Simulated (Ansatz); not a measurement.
Ansatz (a first-principles code) input (B3LYP-D3(BJ)/def2-TZVP):

Ansatz 0.2 input:
```yaml
crystal:
  periodic: [false, false, false]
  atoms:
    - {symbol: C, position_ang: [3.74337376, -0.01949121, 0.07708363]}
    - {symbol: C, position_ang: [2.38830182, -0.71691364, 0.00213745]}
    - {symbol: C, position_ang: [1.21224751, 0.25553620, 0.04312465]}
    - {symbol: C, position_ang: [-0.14814104, -0.43270353, -0.02503507]}
    - {symbol: C, position_ang: [-1.32191228, 0.54190424, 0.01288867]}
    - {symbol: C, position_ang: [-2.67015306, -0.15741635, -0.12791905]}
    - {symbol: O, position_ang: [-3.77347506, 0.63687539, -0.00936701]}
    - {symbol: H, position_ang: [3.87488476, 0.67392969, -0.75705942]}
    - {symbol: H, position_ang: [3.83839415, 0.55550020, 1.00134945]}
    - {symbol: H, position_ang: [4.56503023, -0.73722962, 0.04579199]}
    - {symbol: H, position_ang: [2.33166710, -1.31090195, -0.91592694]}
    - {symbol: H, position_ang: [2.29596673, -1.42776639, 0.82985586]}
    - {symbol: H, position_ang: [1.30005427, 0.96448364, -0.78770320]}
    - {symbol: H, position_ang: [1.26935659, 0.85421049, 0.95886962]}
    - {symbol: H, position_ang: [-0.23593600, -1.14166266, 0.80707592]}
    - {symbol: H, position_ang: [-0.20061915, -1.03326045, -0.94007042]}
    - {symbol: H, position_ang: [-1.31544239, 1.12783200, 0.93538167]}
    - {symbol: H, position_ang: [-1.22641155, 1.25473834, -0.81310773]}
    - {symbol: H, position_ang: [-2.84726966, -0.76527878, 0.81736612]}
    - {symbol: H, position_ang: [-2.68580266, -0.94032542, -0.92325120]}
basis:
  gaussian:
    orbitals: def2-TZVP
hamiltonian:
  xc: b3lyp
  dispersion: d3bj
magnetization: {spin_polarized: true, initial_magnetization: 1}
relax: {f_tol: 0.002, max_steps: 150}
```

Output:

```
Functional definition: B3LYP
integrals: 0.27 GiB planned
1803 factors; their error is unknown
0.37 GiB of the device are held for the grids
1.94 GiB of device memory are held for the factors and their scratch space
mean field: 2.27 GiB planned
mean field evaluation 1: about -8466.0443 eV, gradient 6.0e1 eV
mean field evaluation 2: about -8455.0066 eV, gradient 7.5e1 eV
mean field evaluation 4: about -8483.0439 eV, gradient 3.8e0 eV
mean field evaluation 8: about -8483.1221 eV, gradient 2.1e-1 eV
mean field evaluation 16: about -8483.0785 eV, gradient 8.7e-3 eV
mean field evaluation 32: about -8483.0785 eV, gradient 4.8e-5 eV
mean field -8483.07849135 eV, -311.7473845201 hartree, gradient 2.4e-6 eV, S^2 0.754079; 2 other end points of the search recorded, 0 dependent functions left out
the calculation of the forces begins
reference -8483.07884658 eV, -311.7473975744 hartree; 29, 28 occupied and 266, 267 virtual orbitals, 1803 factors
relax step   1: F+E_penalty+E_count = -8483.75713052 eV  Δ(F+E_penalty+E_count) = +0.000e0 eV  max|allowed force component| = 1.268e0 eV/Å  Δτ_max = 0.0000 Å  (101 SCF iters, accepted)
these checks for a lower state are left out or cut short: starts, cluster_reference, orbital_swaps, neighbouring_geometries, increment
integrals: 0.27 GiB planned
1803 factors; their error is unknown
0.37 GiB of the device are held for the grids
1.94 GiB of device memory are held for the factors and their scratch space
mean field: 2.26 GiB planned
mean field -8483.14355961 eV, -311.7497757346 hartree, gradient 1.4e-5 eV, S^2 0.753880; 0 other end points of the search recorded, 0 dependent functions left out
the calculation of the forces begins
reference -8483.14391438 eV, -311.7497887719 hartree; 29, 28 occupied and 266, 267 virtual orbitals, 1803 factors
relax step   2: F+E_penalty+E_count = -8483.82257701 eV  Δ(F+E_penalty+E_count) = -6.545e-2 eV  max|allowed force component| = 3.335e-1 eV/Å  Δτ_max = 0.0664 Å  (56 SCF iters, accepted)
these checks for a lower state are left out or cut short: starts, cluster_reference, orbital_swaps, neighbouring_geometries, increment
integrals: 0.27 GiB planned
1803 factors; their error is unknown
0.36 GiB of the device are held for the grids
1.93 GiB of device memory are held for the factors and their scratch space
mean field: 2.26 GiB planned
mean field evaluation 64: about -8483.1569 eV, gradient 1.4e-3 eV
mean field -8483.15688655 eV, -311.7502654905 hartree, gradient 1.1e-5 eV, S^2 0.753816; 0 other end points of the search recorded, 0 dependent functions left out
the calculation of the forces begins
reference -8483.15724075 eV, -311.7502785072 hartree; 29, 28 occupied and 266, 267 virtual orbitals, 1803 factors
relax step   3: F+E_penalty+E_count = -8483.83585299 eV  Δ(F+E_penalty+E_count) = -1.328e-2 eV  max|allowed force component| = 9.617e-2 eV/Å  Δτ_max = 0.0354 Å  (58 SCF iters, accepted)
these checks for a lower state are left out or cut short: starts, cluster_reference, orbital_swaps, neighbouring_geometries, increment
integrals: 0.27 GiB planned
1803 factors; their error is unknown
0.36 GiB of the device are held for the grids
1.93 GiB of device memory are held for the factors and their scratch space
mean field: 2.26 GiB planned
mean field -8483.15834300 eV, -311.7503190139 hartree, gradient 9.1e-6 eV, S^2 0.753830; 0 other end points of the search recorded, 0 dependent functions left out
the calculation of the forces begins
reference -8483.15869700 eV, -311.7503320231 hartree; 29, 28 occupied and 266, 267 virtual orbitals, 1803 factors
relax step   4: F+E_penalty+E_count = -8483.83736365 eV  Δ(F+E_penalty+E_count) = -1.511e-3 eV  max|allowed force component| = 6.417e-2 eV/Å  Δτ_max = 0.0200 Å  (57 SCF iters, accepted)
these checks for a lower state are left out or cut short: starts, cluster_reference, orbital_swaps, neighbouring_geometries, increment
integrals: 0.27 GiB planned
1803 factors; their error is unknown
0.36 GiB of the device are held for the grids
1.93 GiB of device memory are held for the factors and their scratch space
mean field: 2.26 GiB planned
mean field evaluation 96: about -8483.1593 eV, gradient 1.2e-5 eV
mean field -8483.15926005 eV, -311.7503527150 hartree, gradient 7.7e-6 eV, S^2 0.753846; 0 other end points of the search recorded, 0 dependent functions left out
the calculation of the forces begins
reference -8483.15961407 eV, -311.7503657250 hartree; 29, 28 occupied and 266, 267 virtual orbitals, 1803 factors
relax step   5: F+E_penalty+E_count = -8483.83795713 eV  Δ(F+E_penalty+E_count) = -5.935e-4 eV  max|allowed force component| = 2.724e-2 eV/Å  Δτ_max = 0.0203 Å  (55 SCF iters, accepted)
these checks for a lower state are left out or cut short: starts, cluster_reference, orbital_swaps, neighbouring_geometries, increment
integrals: 0.27 GiB planned
1803 factors; their error is unknown
0.36 GiB of the device are held for the grids
1.93 GiB of device memory are held for the factors and their scratch space
mean field: 2.26 GiB planned
mean field -8483.15907738 eV, -311.7503460021 hartree, gradient 3.6e-6 eV, S^2 0.753848; 0 other end points of the search recorded, 0 dependent functions left out
the calculation of the forces begins
reference -8483.15943115 eV, -311.7503590028 hartree; 29, 28 occupied and 266, 267 virtual orbitals, 1803 factors
relax step   6: F+E_penalty+E_count = -8483.83811370 eV  Δ(F+E_penalty+E_count) = -1.566e-4 eV  max|allowed force component| = 2.430e-2 eV/Å  Δτ_max = 0.0186 Å  (56 SCF iters, accepted)
these checks for a lower state are left out or cut short: starts, cluster_reference, orbital_swaps, neighbouring_geometries, increment
integrals: 0.27 GiB planned
1803 factors; their error is unknown
0.36 GiB of the device are held for the grids
1.93 GiB of device memory are held for the factors and their scratch space
mean field: 2.26 GiB planned
mean field evaluation 128: about -8483.1593 eV, gradient 2.1e-6 eV
mean field -8483.15927708 eV, -311.7503533408 hartree, gradient 2.1e-6 eV, S^2 0.753838; 0 other end points of the search recorded, 0 dependent functions left out
the calculation of the forces begins
reference -8483.15963088 eV, -311.7503663427 hartree; 29, 28 occupied and 266, 267 virtual orbitals, 1803 factors
relax step   7: F+E_penalty+E_count = -8483.83815867 eV  Δ(F+E_penalty+E_count) = -4.497e-5 eV  max|allowed force component| = 1.949e-2 eV/Å  Δτ_max = 0.0101 Å  (57 SCF iters, accepted)
these checks for a lower state are left out or cut short: starts, cluster_reference, orbital_swaps, neighbouring_geometries, increment
integrals: 0.27 GiB planned
1803 factors; their error is unknown
0.36 GiB of the device are held for the grids
1.93 GiB of device memory are held for the factors and their scratch space
mean field: 2.26 GiB planned
mean field -8483.15934398 eV, -311.7503557995 hartree, gradient 1.8e-6 eV, S^2 0.753843; 0 other end points of the search recorded, 0 dependent functions left out
the calculation of the forces begins
reference -8483.15969778 eV, -311.7503688012 hartree; 29, 28 occupied and 266, 267 virtual orbitals, 1803 factors
relax step   8: F+E_penalty+E_count = -8483.83820619 eV  Δ(F+E_penalty+E_count) = -4.752e-5 eV  max|allowed force component| = 2.638e-3 eV/Å  Δτ_max = 0.0023 Å  (59 SCF iters, accepted)
these checks for a lower state are left out or cut short: starts, cluster_reference, orbital_swaps, neighbouring_geometries, increment
integrals: 0.27 GiB planned
1803 factors; their error is unknown
0.36 GiB of the device are held for the grids
1.93 GiB of device memory are held for the factors and their scratch space
mean field: 2.26 GiB planned
mean field -8483.15933670 eV, -311.7503555317 hartree, gradient 7.3e-6 eV, S^2 0.753844; 0 other end points of the search recorded, 0 dependent functions left out
the calculation of the forces begins
reference -8483.15969047 eV, -311.7503685327 hartree; 29, 28 occupied and 266, 267 virtual orbitals, 1803 factors
relax step   9: F+E_penalty+E_count = -8483.83820993 eV  Δ(F+E_penalty+E_count) = -3.737e-6 eV  max|allowed force component| = 1.062e-2 eV/Å  Δτ_max = 0.0057 Å  (57 SCF iters, accepted)
these checks for a lower state are left out or cut short: starts, cluster_reference, orbital_swaps, neighbouring_geometries, increment
integrals: 0.27 GiB planned
1803 factors; their error is unknown
0.36 GiB of the device are held for the grids
1.93 GiB of device memory are held for the factors and their scratch space
mean field: 2.27 GiB planned
mean field evaluation 160: about -8483.1593 eV, gradient 6.4e-4 eV
mean field -8483.15932879 eV, -311.7503552412 hartree, gradient 1.8e-6 eV, S^2 0.753844; 0 other end points of the search recorded, 0 dependent functions left out
the calculation of the forces begins
reference -8483.15968256 eV, -311.7503682420 hartree; 29, 28 occupied and 266, 267 virtual orbitals, 1803 factors
relax step  10: F+E_penalty+E_count = -8483.83821542 eV  Δ(F+E_penalty+E_count) = -5.495e-6 eV  max|allowed force component| = 1.891e-3 eV/Å  Δτ_max = 0.0008 Å  (59 SCF iters, accepted)
integrals: 0.27 GiB planned
1803 factors; their error is unknown
0.36 GiB of the device are held for the grids
1.93 GiB of device memory are held for the factors and their scratch space
mean field: 2.27 GiB planned
mean field evaluation 192: about -8483.2056 eV, gradient 6.2e-2 eV
mean field evaluation 224: about -8482.9795 eV, gradient 5.3e0 eV
mean field -8483.15932879 eV, -311.7503552412 hartree, gradient 4.6e-6 eV, S^2 0.753844; 3 other end points of the search recorded, 0 dependent functions left out
the calculation of the forces begins
reference -8483.15968256 eV, -311.7503682420 hartree; 29, 28 occupied and 266, 267 virtual orbitals, 1803 factors
Total energy: -8483.83856919 eV, -311.7753168655 hartree
Atom 0 at     3.743036    -0.018770     0.076423 Å, force     0.000275    -0.000344    -0.000308 eV/Å
Atom 1 at     2.388182    -0.717696     0.012097 Å, force     0.000334     0.000293     0.000699 eV/Å
Atom 2 at     1.211861     0.254843     0.042162 Å, force     0.000012    -0.000687     0.000082 eV/Å
Atom 3 at    -0.148460    -0.434309    -0.018590 Å, force    -0.000527     0.000572    -0.000230 eV/Å
Atom 4 at    -1.321610     0.541327     0.009148 Å, force    -0.000172     0.001179     0.000156 eV/Å
Atom 5 at    -2.671950    -0.162449    -0.067708 Å, force    -0.001637    -0.000790     0.001892 eV/Å
Atom 6 at    -3.771583     0.638976    -0.013743 Å, force     0.001166    -0.000704    -0.000511 eV/Å
Atom 7 at     3.872746     0.664689    -0.766193 Å, force     0.000012    -0.000065    -0.000148 eV/Å
Atom 8 at     3.839410     0.567294     0.993581 Å, force    -0.000116     0.000116    -0.000056 eV/Å
Atom 9 at     4.565039    -0.736386     0.052280 Å, force    -0.000055     0.000173     0.000104 eV/Å
Atom 10 at     2.330771    -1.323178    -0.898384 Å, force    -0.000166    -0.000034     0.000040 eV/Å
Atom 11 at     2.297023    -1.418169     0.848717 Å, force     0.000081     0.000079     0.000076 eV/Å
Atom 12 at     1.299870     0.954917    -0.796033 Å, force    -0.000026    -0.000073    -0.000171 eV/Å
Atom 13 at     1.268491     0.863246     0.951577 Å, force    -0.000200    -0.000137    -0.000240 eV/Å
Atom 14 at    -0.235517    -1.133818     0.820964 Å, force     0.000159    -0.000082    -0.000148 eV/Å
Atom 15 at    -0.201964    -1.044839    -0.927332 Å, force     0.000069     0.000166    -0.000176 eV/Å
Atom 16 at    -1.293572     1.142709     0.921953 Å, force     0.000459    -0.000249     0.000050 eV/Å
Atom 17 at    -1.247293     1.239751    -0.829486 Å, force     0.000388     0.000265     0.000163 eV/Å
Atom 18 at    -2.787905    -0.876411     0.775375 Å, force    -0.000117     0.000454    -0.000480 eV/Å
Atom 19 at    -2.742459    -0.819669    -0.955324 Å, force     0.000061    -0.000132    -0.000794 eV/Å
Dipole moment:     0.397886    -0.260514    -0.001046 e Å
```

It need not be the lowest isomer of its formula.
